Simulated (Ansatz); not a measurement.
Reaction (formal exchange of groups at the Si–H bond): `C1C[SiH2]1` + `CSC(C)C` → `CS[SiH]1CC1` + `CCC`

Gas-phase electronic energies from Ansatz, PBE0-D4/def2-TZVP geometries. CCSD(T)/CBS adds triple-zeta CCSD(T) − MP2 to the extrapolated MP2 energy (def2 sets, frozen cores). Functionals use def2-TZVPP. Each species was taken in one conformer, which may not be the lowest.

CCSD(T)/CBS gives -93.5 kJ/mol.

Question: Another level gave -100.4 kJ/mol. Which?
A. RPA@PBE/def2-TZVPP
B. revPBE/def2-TZVPP
C. r2SCANh/def2-TZVPP
D. CAM-B3LYP-D4/def2-TZVPP

Answer: C. r2SCANh -100.4, CAM-B3LYP-D4 -93.9, RPA@PBE/def2-TZVPP -88.0, revPBE -104.6 kJ/mol.

Largest T1 diagnostic among the species: 0.011.

At CCSD(T), def2-SVP lies +7.1 kJ/mol from the extrapolated value and def2-TZVPP +0.8 kJ/mol. In def2-TZVPP, CCSD(T) changes the Hartree–Fock value by +9.7 kJ/mol (the triples alone add +1.3 kJ/mol) and MP2 by +8.3 kJ/mol. Leaving LDA and LC-ωPBE aside and taking each functional with its dispersion term where it has one, the values, not all of them listed here, spread over 7.3 kJ/mol, from B97M-V to ωB97X-V. LDA lies +11.8 kJ/mol from PBE without D4.
